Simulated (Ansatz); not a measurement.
ClGa (SMILES [Cl][Ga]), singlet, geometry from GFN2-xTB (such geometries of metal compounds can be far from the true shape); HF/STO-3G in Ansatz (a first-principles code).

The Ansatz input:
Ansatz 0.2 input:
```yaml
crystal:
  periodic: [false, false, false]
  atoms:
    - {symbol: Ga, position_ang: [-0.00000000, -0.00000000, -0.76826451]}
    - {symbol: Cl, position_ang: [0.00000000, 0.00000000, 1.40095293]}
basis:
  gaussian:
    orbitals: STO-3G
hamiltonian:
  xc: hf
```

### Question
What does Ansatz print? Leave out banner, timings and long lists.

### Answer

```
Functional definition: HF
270 factors; integrals over basis functions are off by at most 1.6e-5 eV
mean field evaluation 1: about -64094.6327 eV, gradient 1.0e1 eV
mean field evaluation 2: about -64094.6407 eV, gradient 1.0e1 eV
mean field evaluation 4: about -64095.7234 eV, gradient 2.0e0 eV
mean field evaluation 8: about -64095.7965 eV, gradient 2.1e-1 eV
mean field evaluation 16: about -64095.8553 eV, gradient 1.1e-1 eV
mean field evaluation 32: about -64095.9038 eV, gradient 3.7e-5 eV
mean field evaluation 64: about -64095.7295 eV, gradient 1.3e0 eV
mean field evaluation 96: about -64095.7438 eV, gradient 1.4e0 eV
mean field evaluation 128: about -64083.2203 eV, gradient 1.3e1 eV
mean field evaluation 160: about -64095.8182 eV, gradient 3.1e-2 eV
mean field -64095.90384453 eV, -2355.4810205225 hartree, gradient 3.7e-5 eV, S^2 0.000000; 6 other end points of the search recorded, 0 dependent functions left out
reference -64095.90384453 eV, -2355.4810205225 hartree; 24, 24 occupied and 3, 3 virtual orbitals, 270 factors
Total energy: -64095.90384453 eV, -2355.4810205225 hartree
```
